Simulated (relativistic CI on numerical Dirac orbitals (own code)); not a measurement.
K: calculation against measurement

Method of calculation: Dirac-Coulomb-Breit CI, separate exchange-only KLI orbitals for each configuration, model QED, valence Slater integrals scaled by 0.85, P86 correlation estimate, and configurations built on the next ion tied to the tabulated ionisation energy (semi-empirical) (own radial code, finite nucleus).

Configuration list (outside the closed core [Ar]): 4s, 4p, 3d, 5p, 4d, 5s, 4f, 6s, 6p, 5d, 5g, 5f, 6d, 6g. Levels of other configurations are missing.

```csv
Configuration,Term (tabulated),J,Measured (cm⁻¹),Computed,Error,Purity (%)
4s,2S,1/2,0.0,0,0,100
4p,2P°,1/2,12985.2,11898,-1087,100
4p,2P°,3/2,13042.9,11942,-1101,100
3d,2D,5/2,21534.7,20814,-720,100
3d,2D,3/2,21537.0,20821,-716,100
5p,2P°,1/2,24701.4,24138,-563,100
5p,2P°,3/2,24720.1,24152,-568,100
```

Measured levels from NIST Handbook of Basic Atomic Spectroscopic Data (Sansonetti and Martin, J. Phys. Chem. Ref. Data 34, 1559 (2005)); pairs were made by configuration, J and term (by order where the table uses no LS term), so strongly mixed levels may be paired wrongly.

Mean error by configuration (cm⁻¹): 4p -1094; 3d -718; 5p -566. Over the excited levels the mean absolute error is 793 cm⁻¹ (6 of the 6 excited levels that our extract of the source holds in range could be paired), and the median relative error of those above 1,000 cm⁻¹ is 3.3 %.

Transition probabilities of persistent lines. The last column rescales the computed rate by the cube of measured over computed energy:

```
λ measured (Å)      Lower      Upper  A tabulated (s⁻¹)  A computed  A rescaled
   4044.14 air   4s ²S1/2  5p ²P°3/2           1.16e+06    2.40e+06    2.57e+06
   4047.21 air   4s ²S1/2  5p ²P°1/2           1.07e+06    2.27e+06    2.43e+06
   7664.90 air   4s ²S1/2  4p ²P°3/2           3.79e+07    3.53e+07    4.60e+07
   7698.96 air   4s ²S1/2  4p ²P°1/2           3.74e+07    3.49e+07    4.54e+07
  11690.21 air  4p ²P°1/2   3d ²D3/2           2.20e+07    2.61e+07    2.29e+07
  11769.62 air  4p ²P°3/2   3d ²D3/2           4.34e+06    5.16e+06    4.52e+06
  11772.83 air  4p ²P°3/2   3d ²D5/2           2.59e+07    3.09e+07    2.71e+07
```
